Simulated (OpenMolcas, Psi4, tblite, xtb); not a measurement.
**A ladder of methods for C2HBF2 (SMILES C#CB(F)F)**

The species is C2HBF2 (6 atoms), meant as a singlet with charge 0. SMILES: `C#CB(F)F`. The shape is that of a PBE0-D4/def2-TZVP optimisation.

Each level gives the HOMO–LUMO gap (eV). The values are calculated.

```tsv
level	kind	program	value (eV)	CPU time
GFN0-xTB	semi-empirical	xtb	4.63	under 2 s
GFN1-xTB	semi-empirical	tblite	5.30	under 2 s
HF/def2-SVPD	Hartree–Fock	OpenMolcas	13.87	15 s
SVWN5/def2-SVPD	LDA	OpenMolcas	5.06	25 s
BLYP/def2-SVPD	GGA	Psi4	5.11	12 s
TPSS/def2-SVPD	meta-GGA	Psi4	5.31	30 s
M06-2X/def2-SVPD	hybrid meta-GGA	OpenMolcas	9.69	42 s
B2PLYP/def2-SVPD	double hybrid	OpenMolcas	9.87	31 s
```

The values span 4.63 to 13.87 eV. Orbital gaps aren't excitation energies, and those of double hybrids come from the SCF part alone; they tend to grow with the share of exact exchange. CPU times are rough (shared hosts, several kinds of processor): they show what a rung costs within a factor of a few.
